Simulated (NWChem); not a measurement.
# BeSiH$_{4}$S; SMILES [SH][Be][SiH3]

```xyz
7

Be    -0.0399     0.1597     0.0043
S     -0.0570     2.0746    -0.0002
H      1.2966     2.1330    -0.0005
Si    -0.0154    -2.0168     0.0002
H     -0.9833    -2.5858    -0.9936
H     -0.3673    -2.5950     1.3377
H      1.3404    -2.5489    -0.3611
```
Atoms are numbered in this order, from 1.

Results from NWChem. Coordinates come from a PBE0/def2-SVP optimisation. Ions are spin-unrestricted doublets at the neutral geometry; other ion states weren't tried.

Question: Estimate the computed values for CAM-B3LYP/def2-SVP. Quantities: vertical ionisation energy, ΔSCF (eV); −ε(HOMO) (eV).

Answer: 
```
Property                               Result
-------------------------------------  ------
vertical ionisation energy, ΔSCF (eV)   10.37
−ε(HOMO) (eV)                            9.08
```
